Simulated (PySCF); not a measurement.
diphosphane (H₄P₂), SMILES PP. Atoms are numbered in the order given.

```xyz
6

P     -1.1119    -0.1310     0.0000
P      1.1119     0.1310     0.0000
H     -1.3143     0.8310     1.0235
H     -1.3143     0.8310    -1.0235
H      1.3143    -0.8310     1.0235
H      1.3143    -0.8310    -1.0235
```
Charge 0, spin multiplicity 1.

The structure is a stationary point at TPSSh-D3(BJ)/def2-TZVP.

These are TDA-CAM-B3LYP/def2-TZVPD in PySCF values and carry that method's errors.

Vertical excitations. Gas-phase values at a fixed geometry. State labels are in the subgroup C2h.

| state | symmetry | energy (eV) | λ (nm) | f | main pairs |
|---|---|---|---|---|---|
| S1 | Ag | 5.63 | 220 | 0.000 | HOMO→LUMO+1 97 % |
| S2 | Bu | 5.67 | 219 | 0.265 | HOMO→LUMO 92 % |
| S3 | Bg | 6.20 | 200 | 0.000 | HOMO→LUMO+2 97 % |
| S4 | Au | 6.27 | 198 | 0.031 | HOMO→LUMO+3 95 % |
| S5 | Bu | 7.23 | 171 | 0.078 | HOMO→LUMO+4 82 % |
| S6 | Ag | 7.46 | 166 | 0.000 | HOMO→LUMO+5 59 %, HOMO−1→LUMO 35 % |
| S7 | Ag | 7.79 | 159 | 0.000 | HOMO−1→LUMO 43 %, HOMO→LUMO+6 27 %, HOMO→LUMO+5 23 % |
| S8 | Bu | 8.14 | 152 | 0.154 | HOMO−1→LUMO+1 73 %, HOMO→LUMO+8 12 % |
| S9 | Ag | 8.25 | 150 | 0.000 | HOMO→LUMO+6 47 %, HOMO−2→LUMO+1 35 %, HOMO→LUMO+5 8 % |
| S10 | Au | 8.29 | 149 | 0.010 | HOMO→LUMO+7 92 % |
| T1 | Bu | 4.35 | 285 | 0 | HOMO→LUMO 85 % |
| T2 | Bg | 5.16 | 240 | 0 | HOMO→LUMO+2 89 % |
| T3 | Ag | 5.24 | 237 | 0 | HOMO→LUMO+1 89 % |
| T4 | Au | 5.53 | 224 | 0 | HOMO→LUMO+3 83 % |
Triplets are in the Tamm–Dancoff approximation.
